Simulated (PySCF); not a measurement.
H$_{3}$O$_{3}$Ti, sextet, at a GFN2-xTB geometry of the parent state (such geometries of metal compounds can be far from the true shape) (the multiplicity is a formal guess); R2SCAN/6-31G run with PySCF.

Input for PySCF:
```python
from pyscf import gto, scf, dft

mol = gto.M(
    atom='''
Ti   -0.000000    0.000000   -0.000000
O     1.489087   -0.021143   -0.870792
H     2.314539   -0.497079   -0.737536
O    -0.188850   -0.976431    1.409618
H    -0.921357   -1.103444    2.020309
O    -1.300237    0.997575   -0.538826
H    -1.393182    1.600523   -1.282773
''',
    basis='6-31g',
    charge=0,
    spin=5,
    verbose=4,
)

mf = dft.UKS(mol)
mf.xc = 'r2scan'
mf.kernel()
```

### Question
Predict the main parts of the log of this PySCF run.

### Answer

```
PySCF version 2.14.0

[INPUT] verbose = 4
[INPUT] num. atoms = 7
[INPUT] num. electrons = 49
[INPUT] charge = 0
[INPUT] spin (= nelec alpha-beta = 2S) = 5
[INPUT] symmetry False subgroup None
[INPUT] Mole.unit = angstrom
[INPUT] Symbol           X                Y                Z      unit          X                Y                Z       unit  Magmom
[INPUT]  1 Ti     0.000000000000   0.000000000000   0.000000000000 AA    0.000000000000   0.000000000000   0.000000000000 Bohr   0.0
[INPUT]  2 O      1.489087000000  -0.021143000000  -0.870792000000 AA    2.813966605650  -0.039954479452  -1.645558391462 Bohr   0.0
[INPUT]  3 H      2.314539000000  -0.497079000000  -0.737536000000 AA    4.373844814625  -0.939343172273  -1.393741047007 Bohr   0.0
[INPUT]  4 O     -0.188850000000  -0.976431000000   1.409618000000 AA   -0.356874778624  -1.845187169535   2.663791960257 Bohr   0.0
[INPUT]  5 H     -0.921357000000  -1.103444000000   2.020309000000 AA   -1.741112392951  -2.085206953795   3.817830696994 Bohr   0.0
[INPUT]  6 O     -1.300237000000   0.997575000000  -0.538826000000 AA   -2.457091827026   1.885143538713  -1.018233568795 Bohr   0.0
[INPUT]  7 H     -1.393182000000   1.600523000000  -1.282773000000 AA   -2.632732421674   3.024550126067  -2.424089649987 Bohr   0.0

nuclear repulsion = 230.673308479515
number of shells = 32
number of NR pGTOs = 168
number of NR cGTOs = 60
basis = 6-31g
ecp = {}

******** <class 'pyscf.dft.uks.UKS'> ********
method = UKS
initial guess = minao
damping factor = 0
level_shift factor = 0
DIIS = <class 'pyscf.scf.diis.CDIIS'>
diis_start_cycle = 1
diis_space = 8
diis_damp = 0
SCF conv_tol = 1e-09
SCF conv_tol_grad = None
SCF max_cycles = 50
direct_scf = True
direct_scf_tol = 1e-13
number electrons alpha = 27  beta = 22
XC library pyscf.dft.libxc version 7.1.2
    S. Lehtola, C. Steigemann, M. J. T. Oliveira, and M. A. L. Marques,  SoftwareX 7, 1–5 (2018)
XC functionals = r2scan
    J. W. Furness, A. D. Kaplan, J. Ning, J. P. Perdew, and J. Sun,  J. Phys. Chem. Lett. 11, 8208–8215 (2020)
    J. W. Furness, A. D. Kaplan, J. Ning, J. P. Perdew, and J. Sun,  J. Phys. Chem. Lett. 11, 9248–9248 (2020)
    J. W. Furness, A. D. Kaplan, J. Ning, J. P. Perdew, and J. Sun,  J. Phys. Chem. Lett. 11, 8208–8215 (2020)
    J. W. Furness, A. D. Kaplan, J. Ning, J. P. Perdew, and J. Sun,  J. Phys. Chem. Lett. 11, 9248–9248 (2020)
radial grids:
    Treutler-Ahlrichs [JCP 102, 346 (1995); DOI:10.1063/1.469408] (M4) radial grids

becke partition: Becke, JCP 88, 2547 (1988); DOI:10.1063/1.454033
pruning grids: <function nwchem_prune>
grids dens level: 3
symmetrized grids: False
atomic radii adjust function: <function treutler_atomic_radii_adjust>
small_rho_cutoff = 0
Set gradient conv threshold to 3.16228e-05
tot grids = 92576
init E= -1076.92867005733

cycle= 1 E= -1075.89161832764  delta_E= 1.04  |g|= 0.771  |ddm|= 2.15

cycle= 2 E= -1074.48275478298  delta_E= 1.41  |g|= 1.46  |ddm|= 4.63

cycle= 3 E= -1076.14831251595  delta_E= -1.67  |g|= 0.412  |ddm|= 4.45

cycle= 4 E= -1075.14743745781  delta_E=    1  |g|= 1.11  |ddm|= 2.86

cycle= 5 E= -1075.6414121206  delta_E= -0.494  |g|= 0.928  |ddm|= 2.79

cycle= 6 E= -1075.97352903894  delta_E= -0.332  |g|= 0.644  |ddm|= 2.51

cycle= 7 E= -1076.08708524188  delta_E= -0.114  |g|= 0.508  |ddm|= 0.177

cycle= 8 E= -1075.95161157192  delta_E= 0.135  |g|= 0.672  |ddm|= 0.426

cycle= 9 E= -1076.09537281319  delta_E= -0.144  |g|=  0.5  |ddm|= 0.68

cycle= 10 E= -1076.11914178096  delta_E= -0.0238  |g|= 0.476  |ddm|= 0.841

cycle= 11 E= -1076.22957752419  delta_E= -0.11  |g|= 0.245  |ddm|= 0.541

cycle= 12 E= -1076.23714933957  delta_E= -0.00757  |g|= 0.222  |ddm|= 0.182

cycle= 13 E= -1075.6564523645  delta_E= 0.581  |g|= 0.716  |ddm|= 2.64

cycle= 14 E= -1075.94011332166  delta_E= -0.284  |g|= 0.643  |ddm|= 2.11

cycle= 15 E= -1076.22936578777  delta_E= -0.289  |g|= 0.249  |ddm|= 2.14

cycle= 16 E= -1076.23925514349  delta_E= -0.00989  |g|= 0.215  |ddm|= 0.058

cycle= 17 E= -1075.92442925579  delta_E= 0.315  |g|= 0.665  |ddm|= 2.19

cycle= 18 E= -1075.91930470274  delta_E= 0.00512  |g|= 0.673  |ddm|= 0.0752

cycle= 19 E= -1075.91782183503  delta_E= 0.00148  |g|= 0.675  |ddm|= 0.0263

cycle= 20 E= -1075.91323538204  delta_E= 0.00459  |g|= 0.675  |ddm|= 0.131

cycle= 21 E= -1075.92600899588  delta_E= -0.0128  |g|= 0.661  |ddm|= 0.152

cycle= 22 E= -1075.92486504829  delta_E= 0.00114  |g|= 0.657  |ddm|= 0.296

cycle= 23 E= -1075.92163733452  delta_E= 0.00323  |g|= 0.661  |ddm|= 0.0389

cycle= 24 E= -1075.30018658615  delta_E= 0.621  |g|=  1.1  |ddm|= 1.88

cycle= 25 E= -1072.58834049084  delta_E= 2.71  |g|= 2.43  |ddm|= 3.28

cycle= 26 E= -1075.151977323  delta_E= -2.56  |g|= 1.29  |ddm|=  2.1

cycle= 27 E= -1075.53906822495  delta_E= -0.387  |g|= 0.941  |ddm|=  0.4

cycle= 28 E= -1076.05114985153  delta_E= -0.512  |g|= 0.594  |ddm|= 1.33

cycle= 29 E= -1075.91210533878  delta_E= 0.139  |g|= 0.664  |ddm|= 2.05

cycle= 30 E= -1075.89946109499  delta_E= 0.0126  |g|= 0.672  |ddm|= 0.292

cycle= 31 E= -1075.85348184731  delta_E= 0.046  |g|= 0.72  |ddm|= 0.409

cycle= 32 E= -1075.90261286092  delta_E= -0.0491  |g|= 0.679  |ddm|= 0.28

cycle= 33 E= -1075.93965849647  delta_E= -0.037  |g|= 0.645  |ddm|= 0.38

cycle= 34 E= -1075.93221305047  delta_E= 0.00745  |g|= 0.648  |ddm|= 0.193

cycle= 35 E= -1076.07333079027  delta_E= -0.141  |g|= 0.493  |ddm|= 0.95

cycle= 36 E= -1075.03158949594  delta_E= 1.04  |g|=  1.4  |ddm|= 2.34

cycle= 37 E= -1075.52065813808  delta_E= -0.489  |g|= 0.976  |ddm|= 0.586

cycle= 38 E= -1076.15016776035  delta_E= -0.63  |g|= 0.413  |ddm|= 1.07

cycle= 39 E= -1075.65960416582  delta_E= 0.491  |g|= 0.877  |ddm|= 1.18

cycle= 40 E= -1075.99315574199  delta_E= -0.334  |g|=  0.6  |ddm|= 2.18

cycle= 41 E= -1076.14272707921  delta_E= -0.15  |g|= 0.43  |ddm|= 2.23

cycle= 42 E= -1076.20868003726  delta_E= -0.066  |g|= 0.299  |ddm|= 0.301

cycle= 43 E= -1076.1974415801  delta_E= 0.0112  |g|= 0.355  |ddm|= 0.951

cycle= 44 E= -1075.70775431381  delta_E= 0.49  |g|=  0.7  |ddm|= 2.25

cycle= 45 E= -1076.2463631545  delta_E= -0.539  |g|= 0.213  |ddm|= 2.28

cycle= 46 E= -1076.25865472056  delta_E= -0.0123  |g|= 0.187  |ddm|= 0.579

cycle= 47 E= -1076.25978209866  delta_E= -0.00113  |g|= 0.184  |ddm|=  0.5

cycle= 48 E= -1076.13727415539  delta_E= 0.123  |g|= 0.465  |ddm|= 0.726

cycle= 49 E= -1076.23613557117  delta_E= -0.0989  |g|= 0.274  |ddm|= 0.916

cycle= 50 E= -1076.1733868611  delta_E= 0.0627  |g|= 0.406  |ddm|= 0.488
SCF not converged.
SCF energy = -1076.1733868611 after 50 cycles  <S^2> = 8.755616  2S+1 = 6.0018717
```

Convergence was not reached.
